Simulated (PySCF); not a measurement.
SMILES C(=C)CCS at its GFN2-xTB optimised geometry (Å):

```
13

C      2.0848    -0.8201     0.0000
C      0.7655    -0.8201     0.0000
C     -0.0793     0.4155     0.0000
C     -0.9504     0.4617     1.2504
S     -1.9596     1.9820     1.3368
H      2.6512     0.0968    -0.0098
H      2.6555    -1.7330     0.0020
H      0.2171    -1.7537     0.0112
H     -0.7236     0.4154    -0.8852
H      0.5524     1.3047    -0.0367
H     -1.6237    -0.3944     1.3023
H     -0.3342     0.4840     2.1490
H     -2.6555     1.7537     0.2246
```

Computed with PBE0/def2-TZVP (PySCF 2.14.0). Cells within 0.4 Å of a nucleus heavier than hydrogen are left out (blank, or x).

Map of the electrostatic potential (hartree/e), clipped to [-0.08, 0.12] on the plane z = 0.0 Å:

```
|2221111111111111111112222222222|
|2222111111111111111112222222222|
|2222211111111111111122222222222|
|2222221111000011111122222222222|
|2222222211000001111222222222222|
|2222222221000001112222222222222|
|2222333332100001122222222222222|
|2223345653210001222222222222222|
|2223469997421112344332222222222|
|2223599999632224897433222222222|
|2223599999743459999643333322222|
|2223489999655899999743333332222|
|2223457986569999999644565433222|
|22233445555799xx999546999643222|
|22223334445799xx999669999943222|
|2222233334469999999999999943222|
|2222233334457999999999999632222|
|22222333334457999xx99xx99532222|
|22222233333445999xx99xx99532222|
|2222223333334599999999999732222|
|2222223333334699999999999943222|
|2222222333334699998569999943222|
|2222222233333589984335999643222|
|2222222223333456643333455433222|
|2222222222233334333223333332222|
|2222222222223333332222233222222|
|2222222222222222222222222222222|
|2222222222222222222222222222222|
|2222222222222222222222222222222|
|2222222222222222222222222222222|
|2222222222222222222222222222222|
```
Scale: ten equal steps from -0.033 (start of '0') to 0.120 (end of '9'), in the order '0123456789'; x runs from -5.00 to 5.00, y from -5.00 (bottom) to 5.00 (top).
